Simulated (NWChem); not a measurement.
CH$_{8}$P$_{2}$Si; SMILES C[SiH](P)P

```xyz
12

Si     0.3776    -0.4476     0.0000
C      2.0975     0.3170     0.0000
P     -0.6565     0.1108    -1.9472
P     -0.6565     0.1108     1.9472
H      0.4796    -1.9419     0.0000
H      2.6593     0.0023    -0.8929
H      2.0422     1.4167     0.0000
H      2.6593     0.0023     0.8929
H     -1.9351    -0.3799    -1.5402
H     -0.9378     1.4513    -1.5370
H     -1.9351    -0.3799     1.5402
H     -0.9378     1.4513     1.5370
```
Atoms are numbered in this order, from 1.

Level: PBE0/def2-SVP (NWChem), optimised geometry, unscaled harmonic frequencies. 

| frequency (cm⁻¹) | IR intensity (km/mol) |
|---|---|
| 119 | 0.0 |
| 131 | 3.2 |
| 150 | 6.7 |
| 158 | 0.0 |
| 177 | 0.3 |
| 183 | 10.2 |
| 387 | 3.9 |
| 482 | 15.6 |
| 569 | 24.4 |
| 580 | 24.3 |
| 627 | 0.0 |
| 663 | 2.5 |
| 703 | 19.9 |
| 789 | 10.9 |
| 806 | 1.4 |
| 843 | 118.1 |
| 878 | 78.3 |
| 1082 | 0.3 |
| 1086 | 31.4 |
| 1261 | 18.8 |
| 1428 | 8.2 |
| 1430 | 3.1 |
| 2212 | 94.1 |
| 2398 | 0.5 |
| 2401 | 60.6 |
| 2416 | 0.0 |
| 2418 | 85.9 |
| 3059 | 1.6 |
| 3166 | 1.0 |
| 3170 | 0.3 |

zero-point energy: 51.1 kcal/mol
thermal correction to the enthalpy at 298.15 K (with zero-point energy): 56.9 kcal/mol
heat capacity Cv: 28.4 cal/(mol K)
entropy at 298.15 K and 1 atm (symmetry number 1): 88.4 cal/(mol K)
dipole moment: 0.65 D

Rigid rotor and harmonic oscillator.
